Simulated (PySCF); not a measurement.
Radial density of Si (silicon, neutral)

UHF, [Ne] 3s2 3p2, high-spin 3P determinant. Computed with PySCF 2.14 in aug-cc-pV(Q+d)Z (7s6p5d3f2g, 89 functions), with no relativity, point nucleus.

```json
{"r (bohr)": "0.00179", "4πr²ρ (e/bohr)": "0.06753", "4πr²(ρα − ρβ)": "0.0000"}
{"r (bohr)": "0.00301", "4πr²ρ (e/bohr)": "0.1847", "4πr²(ρα − ρβ)": "0.0000"}
{"r (bohr)": "0.00506", "4πr²ρ (e/bohr)": "0.4933", "4πr²(ρα − ρβ)": "0.0000"}
{"r (bohr)": "0.00851", "4πr²ρ (e/bohr)": "1.268", "4πr²(ρα − ρβ)": "-0.0001"}
{"r (bohr)": "0.0143", "4πr²ρ (e/bohr)": "3.049", "4πr²(ρα − ρβ)": "-0.0002"}
{"r (bohr)": "0.0241", "4πr²ρ (e/bohr)": "6.572", "4πr²(ρα − ρβ)": "-0.0003"}
{"r (bohr)": "0.0405", "4πr²ρ (e/bohr)": "11.80", "4πr²(ρα − ρβ)": "0.0003"}
{"r (bohr)": "0.0682", "4πr²ρ (e/bohr)": "15.71", "4πr²(ρα − ρβ)": "0.0050"}
{"r (bohr)": "0.115", "4πr²ρ (e/bohr)": "13.50", "4πr²(ρα − ρβ)": "0.0251"}
{"r (bohr)": "0.193", "4πr²ρ (e/bohr)": "9.615", "4πr²(ρα − ρβ)": "0.0771"}
{"r (bohr)": "0.324", "4πr²ρ (e/bohr)": "13.26", "4πr²(ρα − ρβ)": "0.1232"}
{"r (bohr)": "0.546", "4πr²ρ (e/bohr)": "12.19", "4πr²(ρα − ρβ)": "0.0447"}
{"r (bohr)": "0.918", "4πr²ρ (e/bohr)": "3.532", "4πr²(ρα − ρβ)": "0.0491"}
{"r (bohr)": "1.54", "4πr²ρ (e/bohr)": "1.719", "4πr²(ρα − ρβ)": "0.5733"}
{"r (bohr)": "2.60", "4πr²ρ (e/bohr)": "1.416", "4πr²(ρα − ρβ)": "0.7427"}
{"r (bohr)": "4.37", "4πr²ρ (e/bohr)": "0.2684", "4πr²(ρα − ρβ)": "0.1949"}
{"r (bohr)": "7.34", "4πr²ρ (e/bohr)": "0.008237", "4πr²(ρα − ρβ)": "0.0075"}
```
